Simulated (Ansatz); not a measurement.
Stepwise reaction of `[NH2][Ge]([NH2])([Cl])[Cl]` with hydrogen chloride, as a gas-phase model of exchange steps in deposition or etching. ΔE in kJ/mol; ΔG adds harmonic PBE0-D4 terms to CCSD(T)/CBS, at 1 bar.

Calculated with Ansatz (gas phase, PBE0-D4/def2-TZVP geometries, no zero-point term in ΔE). CBS: MP2 limit from def2 TZ/QZ plus the TZ coupled-cluster correction, frozen cores. This one scheme is used for every species. Functionals use def2-TZVPP. B3LYP here is the variant with VWN-RPA as its local correlation; programs differ in this. For Ge outer-core shells are correlated without core-valence functions, which leaves a few kJ/mol of doubt a bond. Scalar relativity is left out up to krypton. One conformer a species, not always the lowest.

```
step                                                                reaction  PBE-D4  B3LYP-D4  ωB97M-V  CCSD(T)/CBS  ΔG(600 K)
   1  `[NH2][Ge]([NH2])([Cl])[Cl]` + HCl → `[NH2][Ge]([Cl])([Cl])[Cl]` + NH₃   -46.9     -45.8    -44.6        -40.9      -41.9
   2    `[NH2][Ge]([Cl])([Cl])[Cl]` + HCl → `[Cl][Ge]([Cl])([Cl])[Cl]` + NH₃   -47.8     -46.5    -44.8        -41.4      -20.1
```

(1) By hand: ΔE of the 2 steps together at CCSD(T)/CBS.

## Answers

(1) (-40.9) + (-41.4) = -82.3 kJ/mol, or -41.1 kJ/mol a step.

In ΔE the steps differ by no more than 0.5 kJ/mol. All are downhill at CCSD(T)/CBS. ΔG lies between -41.9 and -20.1 kJ/mol a step. PBE-D4 differs from CCSD(T)/CBS by -6.4 to -6.0 kJ/mol a step. Isolated molecules leave out the surface, adducts and barriers. Largest T1 diagnostic: 0.010.
